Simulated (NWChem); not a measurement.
Species: SbH$_{2}$ cation

```xyz
3

Sb     0.0000     0.0000     0.0592
H      1.2213     0.0000    -1.1748
H     -1.2213     0.0000    -1.1748
```
Atoms are numbered in this order, from 1.

All runs: NWChem. Structure relaxed at the PBE-D3(BJ)/def2-SVP level. def2 effective core potentials on Sb; no spin-orbit coupling. Level: PBE0/def2-SVPD; the question gives the wavelength of the field.

Question: Predict the results for field 1065 nm. Quantities: isotropic polarisability (bohr³); anisotropy (bohr³).

Answer: 
| Quantity | Value |
|---|---|
| isotropic polarisability (bohr³) | 31.6 |
| anisotropy (bohr³) | 9.4 |
